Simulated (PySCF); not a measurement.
**Aluminium: highly charged ions in a basis for the neutral atom**

Al⁶⁺ [He] 2s2 2p3, Al⁷⁺ [He] 2s2 2p2. Calculation: PySCF 2.14, in cc-pV(T+d)Z; the non-relativistic Hamiltonian (point nucleus). No spin-orbit coupling, so a gap to NIST mixes the basis error with missing relativistic terms.

Changed run: basis of the neutral atom used for a highly charged ion. This setting is unsound on purpose.

```tsv
species	method	sound run (hartree)	changed run (hartree)	converged
Al⁶⁺	UHF	not run	-223.02378	yes
Al⁶⁺	B3LYP	not run	-223.20307	yes
Al⁶⁺	TPSS	not run	-223.25249	yes
Al⁷⁺	UHF	not run	-214.05323	yes
Al⁷⁺	B3LYP	not run	-214.21349	yes
Al⁷⁺	TPSS	not run	-214.27422	yes
```

Ionisation energy of Al⁶⁺:

```json
{"method": "UHF", "changed run (eV)": "244.10", "NIST (eV)": "241.76 ± 0.09"}
{"method": "B3LYP", "changed run (eV)": "244.62", "NIST (eV)": "241.76 ± 0.09"}
{"method": "TPSS", "changed run (eV)": "244.31", "NIST (eV)": "241.76 ± 0.09"}
```

The contracted functions were made for the neutral atom and can be too rigid for a highly charged ion.
